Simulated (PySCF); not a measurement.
chlorotrifluoromethane (CClF₃), SMILES FC(F)(F)Cl.

Geometry: PBE-D3(BJ)/def2-SVP.

The numbers are results of PBE-D3(BJ)/def2-SVP run with PySCF 2.14.0, not measurements.

Frequencies are harmonic and unscaled.

Modes within 1.5 cm⁻¹ of each other (mostly degenerate sets) share a row, with their intensities summed.

Computed harmonic wavenumbers and intensities:
```csv
mode,ν (cm⁻¹),IR (km/mol),moving atoms (share of kinetic energy)
1–2,335,0.2,"F 79 %, Cl 18 %"
3,451,1.4,"Cl 61 %, F 38 %"
4–5,547,3.7,"F 90 %, C 9 %"
6,763,42.6,"F 77 %, C 18 %"
7,1069,467.8,"C 70 %, F 30 %"
8–9,1213,638.8,"C 76 %, F 24 %"
```
